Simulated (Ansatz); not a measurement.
```yaml
crystal:
  periodic: [false, false, false]
  atoms:
    - {symbol: C, position_ang: [-1.264966, -1.325997, 2.073843]}
    - {symbol: C, position_ang: [-0.458366, -0.714298, 0.981728]}
    - {symbol: C, position_ang: [-1.027066, 0.236316, 0.104212]}
    - {symbol: C, position_ang: [-0.262636, 0.775130, -0.892768]}
    - {symbol: C, position_ang: [-0.865831, 1.783916, -1.873650]}
    - {symbol: F, position_ang: [-0.200923, 2.933496, -1.813241]}
    - {symbol: F, position_ang: [-0.785766, 1.315463, -3.115575]}
    - {symbol: F, position_ang: [-2.148045, 2.031292, -1.605179]}
    - {symbol: O, position_ang: [0.965493, 0.529742, -1.133144]}
    - {symbol: Ti, position_ang: [2.336848, -0.557261, -0.274330]}
    - {symbol: F, position_ang: [2.585672, -2.273482, -0.486285]}
    - {symbol: F, position_ang: [3.407352, -0.014590, -1.552604]}
    - {symbol: Cl, position_ang: [3.333203, 0.316373, 1.475391]}
    - {symbol: O, position_ang: [0.736605, -1.078512, 0.875607]}
    - {symbol: H, position_ang: [-1.207268, -2.413622, 1.993913]}
    - {symbol: H, position_ang: [-2.304315, -1.004737, 2.052249]}
    - {symbol: H, position_ang: [-0.817009, -1.052853, 3.032999]}
    - {symbol: H, position_ang: [-2.060681, 0.524923, 0.208733]}
basis:
  gaussian: {orbitals: def2-mTZVPP}
hamiltonian: {xc: {name: PBE-QIDH}}
accuracy: high
scf: {lower_state_search: off}
smearing: {width: 0.1}
```

```sh
$ ansatz run in.yaml --threads 11 --pin off --events-out ev --progress --plain --max-ram 120832MiB --backend cuda --devices 0, --max-vram 75GiB
```

(1) How does Ansatz answer? (Estimate.)

## Answers

(1) The calculation gave: The program refused the input.
```
Error: YAML parse error: error: line 27 column 1: unknown field `smearing`, expected one of crystal, accuracy, basis, kpoints, hamiltonian, magnetization, projection, total_charge, correlation, batch, efield, external_charges, scf, relax, neb, saddle, md, ramp, phonons, dielectric, real_time, elastic, magnetic_configurations, gw, evaluate, workflow, output, checkpoint, execution
25 | accuracy: high
26 | scf: {lower_state_search: off}
27 | smearing: {width: 0.1}
```
